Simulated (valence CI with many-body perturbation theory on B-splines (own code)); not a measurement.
Hyperfine factors and g values of Hg¹⁵⁺

Computed by relativistic CI+MBPT: five valence electrons over a frozen Dirac-Fock core [Kr] 4d10 4f14, a basis of 11 s, 11 p, 10 d, 8 f, 5 g, 2 h functions for each j, with the one-electron correlation potential Σ1 (screened to all orders), the two-electron term Σ2, the three-electron term Σ3, Breit, model QED; selected single and double excitations, second order for the rest, scaled by the run's own slope (own B-spline code, finite nucleus).

No measured levels were compared; by estimate levels hold to about 250 cm⁻¹ or 0.2 % of their energy and the worst to 1 %, as in measured heavy ions of charge 2 to 7. The list stops below the first excitations out of the core. Only levels of the ground parity were solved; by the run's estimate the other parity begins above the list, which can be wrong where configurations are misplaced.

A/g_I is the dipole constant over the nuclear g factor μ/I (μ in nuclear magnetons, uniformly magnetised nucleus), B/Q the quadrupole constant per barn. Both hold the static response of the core; the bare values leave it out. Large factors of s and p1/2 electrons are usually good to 5 to 10 %; those of open d and f shells near neutrality can be off by tens of per cent, and small factors of p3/2, d and f electrons come from cancelling terms and can be off by a factor of two or in sign, in half-filled shells by more. B is blank for J = 1/2, where it vanishes, and for nearly pure S terms. Energies count from the lowest level.

Levels are named by their leading jj configuration (3d3/2^4 stands for four electrons in 3d with j = 3/2), which in mixed levels can hold well under half, so a name can repeat and another be missing.

| Level | E (cm⁻¹) | g | A/g_I (MHz) | A/g_I bare | B/Q (MHz/b) | B/Q bare |
| --- | --- | --- | --- | --- | --- | --- |
| (5s^2 5p1/2^2 5p3/2) J=3/2 | 0.0 | 1.401 | 11200 | 9920 | 22400 | 20800 |
| (5s^2 5p1/2 5p3/2^2) J=3/2 | 169270 | 1.440 | -10300 | -10600 | 5670 | 5300 |
| (5s^2 5p1/2 5p3/2^2) J=5/2 | 188530 | 1.199 | 35200 | 33100 | -97.6 | -79.4 |
| (5s^2 5p1/2 5p3/2^2) J=1/2 | 213160 | 0.664 | 127000 | 121000 |  |  |

(1) Take the isotope of mass number 201, with I = 3/2, μ = -0.558 μN and Q = 0.387 b. What is the hyperfine structure of (5s^2 5p1/2 5p3/2^2) J=1/2?

Answers

(1) From the table A = -47400 MHz. Shifts from the centre of gravity in MHz: F = 1: 59200, F = 2: -35600.
